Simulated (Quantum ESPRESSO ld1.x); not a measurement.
Values are calculated unless marked as measured or tabulated.
Question: These are the eigenvalues of the occupied orbitals of an atom or ion with whole-number occupations (Ry). Code: ld1.x of Quantum ESPRESSO 7.5. Model: Dirac Kohn-Sham, revPBE, spin-unpolarised, spherical densities, point nucleus.

orbital  eigenvalue
1s1/2      -4497.90
2s1/2      -763.144
2p1/2      -727.874
2p3/2      -650.909
3s1/2      -173.400
3p1/2      -157.862
3p3/2      -141.523
3d3/2      -115.137
3d5/2      -111.567
4s1/2      -35.5994
4p1/2      -29.3171
4p3/2      -25.6296
4d3/2      -15.3137
4d5/2      -14.6435
5s1/2      -5.86031
5p1/2      -4.10689
5p3/2      -3.61211
4f5/2      -2.11966
4f7/2      -2.02063
6s1/2      -1.24225
5f5/2      -0.23400
5f7/2      -0.23334

Which element is it, and in what charge state? The configuration may be excited. Open shells, if any, are shared by 2j + 1.

Answer: Z = 70, ytterbium, charge +1: Yb+ in [Kr] 4d10 4f14 5s2 5p4 6s1 5f2. The list shows which subshells hold electrons but not how many an open one holds; the 1s level, -2248.9 hartree, gives Z - s = 67.1 by -(Z - s)^2/2, which with screening and relativity narrows Z to a few neighbours, and the depths of the outer levels then fix element, charge and occupations together.
